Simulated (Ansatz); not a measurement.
Relaxation of H5NSSn (8 atoms, charge 0, multiplicity 1), to a largest force component of 0.015 eV/Å in at most 40 steps.

These are results of Ansatz 0.2.0, RKS PBE/def2-SVPD, not measurements.

```xyz
8
Properties=species:S:1:pos:R:3:forces:R:3
N -1.120 0.377 -0.677 -0.14 0.27 -0.69
Sn 0.581 0.379 0.422 0.07 0.38 0.19
S 1.171 -1.930 0.501 1.46 -0.55 0.08
H -1.914 0.815 -0.231 -0.39 0.35 0.32
H -1.426 -0.537 -0.986 0.01 -0.45 -0.28
H 0.109 0.995 1.918 -0.10 0.26 0.69
H 1.912 1.279 -0.152 0.15 0.05 -0.28
H -0.085 -2.331 0.402 -1.05 -0.30 -0.02
```

**Question.** Where does it end, and by what steps?

**Answer.** It converged. The force dipped under the threshold on the way, but the program's further checks kept it going. After 17 steps the energy has fallen by 0.266 eV; H5 moved furthest, 1.13 Å.

```csv
step,energy less start (eV),largest force component (eV/Å),accepted
0,0.0000,1.460,yes
1,-0.1473,0.341,yes
2,-0.1751,0.342,yes
3,-0.1659,0.334,no
4,-0.1998,0.131,yes
5,-0.2131,0.155,yes
6,-0.2320,0.131,yes
7,-0.2517,0.079,yes
8,-0.2490,0.346,no
9,-0.2578,0.040,yes
10,-0.2615,0.101,yes
11,-0.2635,0.132,yes
12,-0.2491,0.239,no
13,-0.2653,0.024,yes
14,-0.2655,0.015,yes
15,-0.2657,0.020,yes
16,-0.2656,0.032,no
17,-0.2657,0.001,yes
```

```xyz
8
Properties=species:S:1:pos:R:3
N -1.252 0.714 -0.655
Sn 0.479 0.293 0.401
S 1.175 -2.079 0.400
H -2.088 0.301 -0.226
H -1.218 0.374 -1.623
H 0.165 0.792 2.020
H 1.762 1.108 -0.403
H 0.205 -2.455 1.282
```

Whether the end is a true minimum wasn't checked by a vibrational analysis.

Run time: 44 s on 2 threads of Arm Neoverse V1, on a shared host, peak memory 0.16 GiB.
